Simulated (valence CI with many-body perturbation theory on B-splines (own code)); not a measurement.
## Ba XVI: E2, M1 decay

Method: relativistic CI+MBPT: five valence electrons over a frozen Dirac-Fock core [Kr], radial functions for each j: 7 s, 7 p, 8 d, 6 f, 4 g, 1 h, with the one-electron correlation potential Σ1, the two-electron term Σ2, the three-electron term Σ3, Breit, model QED; selected CI, second order for the rest (own B-spline code, finite nucleus).

No measured spectrum was set against this ion. As an estimate, terms of the open shell hold to 2 to 4 % of their energy, and close levels can change places. Core correlation moves these levels by up to 12000 cm⁻¹, and in measured spectra 5 to 20 % of such shifts remained as error; rates that hang on mixing are uncertain with them. Among the levels kept, up to 310 cm⁻¹ of a level comes from second order outside the variational space, and about a tenth of that is noise between levels of different J, which matters for small intervals. Only levels of the ground parity were solved; by the run's estimate the other parity begins above the list, which can be wrong where configurations are misplaced.

Lines 1 to 50 of 120 in falling wavelength, among levels below 24.187 eV, chosen from the decays that carry over 1 % of a level's rate. Wavelengths and rates use the calculated energies, so an error of 2000 cm⁻¹ moves a line at 1378 nm by 28 % and its rate by three times that or more. Electric multipoles are in the length gauge, E1 and E2 with the static RPA response of the core. S is in atomic units (e²a₀⁴ for E2 and M2, e²a₀⁶ for E3), for M1 in squared Bohr magnetons. Weak lines are less certain than strong ones. Lines between different terms over intervals too small for the method are left out, as are lines whose strength nearly cancels. Where a level lies close to another of its J and parity, the split of strength between their lines is uncertain.

Names give the largest LS component (configuration and term), which can be under half, so a name can repeat, a term be missing and a line seem to break the LS rules; names also repeat where a configuration has a term twice. Letters in brackets count levels of one name in rising energy.

```tsv
λ vac (nm)	Upper	Lower	Type	A (s⁻¹)	S (a.u.)
4081	4d5 4G_9/2	4d5 4G_11/2	M1	3.77e-01	9.51e+00
4067	4d5 4G_11/2	4d5 4G_7/2	E2	7.53e-09	8.98e-03
2037	4d5 4G_9/2	4d5 4G_7/2	M1	3.39e+00	1.06e+01
1420	4d5 2I_13/2	4d5 2I_11/2	M1	3.13e+00	4.65e+00
1378	4d5 4P_1/2	4d5 4D_3/2 [a]	M1	1.84e+01	3.56e+00
1286	4d5 2D_3/2 [a]	4d5 4F_5/2	M1	7.51e+00	2.37e+00
1213	4d5 4D_3/2 [b]	4d5 2D_5/2 [a]	M1	1.39e+01	3.67e+00
1182	4d5 4F_7/2	4d5 2F_5/2 [b]	M1	6.96e+00	3.40e+00
899.4	4d5 4D_7/2	4d5 4G_9/2	M1	1.05e+01	2.27e+00
869.5	4d5 4G_7/2	4d5 4G_5/2 [a]	M1	3.20e+01	6.24e+00
842.9	4d5 4D_7/2	4d5 4G_5/2 [b]	M1	3.15e+01	5.59e+00
822.3	4d5 2G_7/2 [a]	4d5 2F_5/2 [a]	M1	1.06e+01	1.74e+00
820.6	4d5 2F_7/2 [a]	4d5 4D_7/2	M1	1.93e+00	3.16e-01
731.7	4d5 4F_5/2	4d5 4F_3/2	M1	9.20e+00	8.02e-01
724.7	4d5 4D_3/2 [a]	4d5 4G_5/2 [a]	M1	3.47e+01	1.96e+00
673.7	4d5 2H_9/2	4d5 2G_9/2 [a]	M1	3.18e+01	3.61e+00
638.4	4d5 4G_5/2 [b]	4d5 4G_5/2 [a]	M1	1.26e+02	7.29e+00
636.2	4d5 4F_7/2	4d5 4F_5/2	M1	1.91e+01	1.46e+00
631.6	4d5 2G_9/2 [a]	4d5 4D_7/2	M1	2.19e+01	2.05e+00
625.5	4d5 4F_7/2	4d5 2H_9/2	M1	2.84e+01	2.06e+00
623.9	4d5 4D_7/2	4d5 4G_7/2	M1	4.37e+01	3.15e+00
610.3	4d5 4D_1/2	4d5 4P_1/2	M1	1.35e+02	2.27e+00
592.9	4d5 2G_9/2 [b]	4d5 2G_7/2 [a]	M1	2.63e+01	2.03e+00
581.0	4d5 2G_7/2 [a]	4d5 2G_9/2 [a]	M1	4.21e+00	2.45e-01
577.6	4d5 2F_5/2 [b]	4d5 2F_5/2 [a]	M1	1.29e+01	5.53e-01
560.7	4d5 2D_3/2 [a]	4d5 2F_5/2 [a]	M1	1.03e+01	2.70e-01
549.1	4d5 2D_5/2 [a]	4d5 4D_3/2 [a]	M1	1.18e+01	4.33e-01
548.8	4d5 4F_5/2	4d5 4D_3/2 [b]	M1	2.72e+01	1.00e+00
540.9	4d5 2H_9/2	4d5 2F_7/2 [a]	M1	1.44e+01	8.45e-01
533.1	4d5 4F_5/2	4d5 2F_7/2 [a]	M1	1.05e+02	3.54e+00
524.9	4d5 2H_11/2	4d5 2H_9/2	M1	3.14e+01	2.02e+00
519.9	4d5 2G_9/2 [b]	4d5 2H_9/2	M1	1.03e+02	5.37e+00
488.1	4d5 2I_11/2	4d5 4G_9/2	M1	2.65e+01	1.37e+00
487.6	4d5 2D_5/2 [a]	4d5 4G_7/2	M1	7.04e+01	1.82e+00
479.4	4d5 2G_7/2 [a]	4d5 2F_7/2 [a]	M1	5.49e+01	1.80e+00
478.8	4d5 2F_5/2 [a]	4d5 4D_7/2	M1	2.41e+01	5.88e-01
478.0	4d5 2F_5/2 [b]	4d5 4F_3/2	M1	8.90e+01	2.16e+00
470.6	4d5 2F_7/2 [b]	4d5 2F_5/2 [a]	M1	3.78e+01	1.17e+00
469.4	4d5 2H_9/2	4d5 2I_11/2	M1	8.65e+00	3.32e-01
466.4	4d5 2D_3/2 [a]	4d5 4F_3/2	M1	6.17e+01	9.29e-01
435.9	4d5 2I_11/2	4d5 4G_11/2	M1	1.21e+02	4.45e+00
429.1	4d5 2F_7/2 [a]	4d5 4G_9/2	M1	5.94e+01	1.39e+00
423.0	4d5 4D_1/2	4d5 4D_3/2 [a]	M1	9.46e+01	5.31e-01
421.0	4d5 4F_3/2	4d5 4P_1/2	M1	3.39e+01	3.75e-01
415.8	4d5 2F_7/2 [a]	4d5 4G_5/2 [b]	M1	5.59e+00	1.19e-01
406.7	4d5 4D_3/2 [b]	4d5 4G_5/2 [b]	M1	2.68e+01	2.67e-01
392.5	4d5 2F_5/2 [b]	4d5 4D_3/2 [b]	M1	1.28e+01	1.72e-01
387.9	4d5 4F_7/2	4d5 2F_5/2 [a]	M1	7.02e+01	1.22e+00
384.7	4d5 2D_3/2 [a]	4d5 4D_3/2 [b]	M1	5.71e+01	4.82e-01
380.2	4d5 2F_7/2 [b]	4d5 2G_9/2 [a]	M1	5.53e+01	9.02e-01
```
